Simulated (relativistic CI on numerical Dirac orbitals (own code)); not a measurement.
What each ingredient does to the levels of Tb¹⁷⁺

Base calculation: Dirac-Coulomb-Breit CI, separate exchange-only KLI orbitals for each configuration, a model potential for QED, unscaled Slater integrals.

Configurations in the expansion (outside the closed core [Kr]): 4d10 4f2, 4d10 4f 5s, 4d10 5s2, 4d10 4f 5p, 4d10 5s 5p, 4d10 5p2, 4d9 4f3, 4d10 5s 5d, 4d10 4f 5d, 4d10 5p 5d, 4d9 4f 5s2, 4d10 5d2, 4d10 4f 5f, 4d10 4f 6s, 4d9 4f 5s 5p, 4d9 4f2 5s. Levels of other configurations are missing.

Variants: (1) P86 correlation estimate; (2) configuration mixing switched off; (3) non-relativistic limit. Shifts of the energy above 4d10 4f2 3H_4, in cm⁻¹, for the lowest level and the first level of each name with at least 55 % of one term (blank where a level changes its place among those of its configuration and J or its character, or is not in the variant):

```tsv
Level	Base	Δ(1)	Δ(2)	Δ(3)
4d10 4f2 3H_4	0	0	0	0
4d10 4f2 3H_5	7989	0	-1	-7989
4d10 4f2 3F_2	12967	0	+7	-2648
4d10 4f2 3H_6	15758	0	+1	-15758
4d10 4f2 3F_3	18374	0	+1	-8054
4d10 4f2 3F_4	28342	0	+12	
4d10 4f2 1D_2	44733	+2	+159	-8083
4d10 4f2 3P_0	53126	+2	+168	-5064
4d10 4f2 1I_6	53318	0	+50	-8788
4d10 4f2 3P_1	55860	+1	+127	-7798
4d10 4f2 3P_2	60661	+1	+123	-12599
4d10 4f2 1S_0	117563	+34	+1616	-9207
4d10 4f 5s 3F°_2	205372	+9512	+220	+161472
4d10 4f 5s 3F°_3	207475	+9513	+304	+159369
4d10 4f 5s 3F°_4	215229	+9512	+215	+151615
4d10 4f 5s 1F°_3	221059	+9514	+707	+152410
4d10 5s2 1S_0	426347	+16071	+29790	+326576
4d10 4f 5p 3G_3	435142	+10809	+5551	
4d10 4f 5p 3F_2	439479	+10810	+6284	+129065
4d10 4f 5p 3D_1	534091	+10809	+5891	+55464
4d10 4f 5p 3G_5	535986	+10809	+5112	+45815
4d10 4f 5p 1G_4	537968	+10810	+5096	+56471
```

At this charge transitions that keep the count of f electrons are usually good to a few per cent. Terms inside the open d or f shell come out 10 to 20 % too wide with unscaled integrals. Levels that differ in their count of f electrons can be misplaced by several ten thousand cm⁻¹, since the correlation energy of f electrons is missing or only estimated; rates across such gaps can be off by orders of magnitude.

Ionisation energy from one configuration of each of the two ions, the ground ones as tabulated or assumed: base 388.85 eV; P86 correlation estimate 390.658 eV. The NIST ASD value (theoretical) is 393 ± 20 eV.

LS names give the leading component of a level, which can be under half, so a name can repeat, a term be missing and a line seem to break the LS rules.
